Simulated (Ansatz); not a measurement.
Consider the redistribution: `CC(C)[O][InH2]` + `[SiH3]OC([SiH3])S` → `[SiH3]O[CH](S)[InH2]` + `CC(C)O[SiH3]`.

Isolated molecules relaxed with PBE0-D4/def2-TZVP in Ansatz; ΔE leaves out vibrations. CCSD(T)/CBS is the MP2 limit (def2-TZVPP, def2-QZVPP) plus CCSD(T) − MP2 in def2-TZVPP, frozen cores. DFT in def2-TZVPP. Elements past krypton have def2 core potentials. For In outer-core shells are correlated without core-valence functions, which leaves a few kJ/mol of doubt a bond. Each species was taken in one conformer, which may not be the lowest.

CCSD(T)/CBS gives -8.7 kcal/mol.

Q: Another level gave -8.7 kcal/mol. Which?
A. PBE/def2-TZVPP
B. HF/def2-TZVPP
C. MP2/def2-TZVPP
D. PBE0/def2-TZVPP

A: D. PBE0 -8.7, HF/def2-TZVPP -10.8, PBE -7.2, MP2/def2-TZVPP -9.7 kcal/mol.

Largest T1 diagnostic among the species: 0.016.

From PBE to PBE0 (25 % exact exchange), in def2-TZVPP and without D4, ΔE moves by −1.5 kcal/mol. In def2-TZVPP, CCSD(T) changes the Hartree–Fock value by +1.8 kcal/mol (the triples alone add +0.4 kcal/mol) and MP2 by +1.0 kcal/mol.
